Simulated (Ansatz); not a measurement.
System: C$_{3}$H$_{9}$Si, charge 0, multiplicity 2. It need not be the lowest isomer of its formula. 
Coordinates optimised at B3LYP-D3(BJ)/def2-TZVP (Ansatz, a quantum-chemistry and plane-wave program):
```
Si
C 1 1.8861
H 2 1.0914 1 111.41
H 2 1.0914 3 108.02 1 122.68
H 2 1.0958 3 107.84 4 116.31
C 1 1.8861 2 110.08 3 179.59
H 6 1.0914 1 111.41 2 -179.59
H 6 1.0914 7 108.02 1 -122.68
H 6 1.0958 7 107.84 8 -116.31
C 1 1.8861 2 110.08 3 -58.88
H 10 1.0914 1 111.41 2 58.88
H 10 1.0914 11 108.02 1 -122.68
H 10 1.0958 11 107.84 12 -116.31
```
Charge 0, spin multiplicity 2.

Basis-set convergence of Hartree-Fock and CCSD correlation energies (hartree) with Ansatz. Cores are frozen in the correlated levels unless marked. Open shells are spin-unrestricted. Spin-orbit coupling is left out. No relativistic terms.

```
basis        functions       E(HF)  E(corr, CCSD)
-----------  ---------  ----------  -------------
cc-pV(D+d)Z        110  -407.77309       -0.58659
cc-pV(T+d)Z        255  -407.82458       -0.69785
cc-pV(Q+d)Z        499  -407.83531       -0.73108
```

Extrapolating the two largest sets (X = 3 and 4) as X^-3: E(corr) = (64·(-0.73108) - 27·(-0.69785))/37 = -0.7553 Eh, an estimate of the basis-set limit. The largest set recovers 96.8 % of it, the smallest 77.7 %.
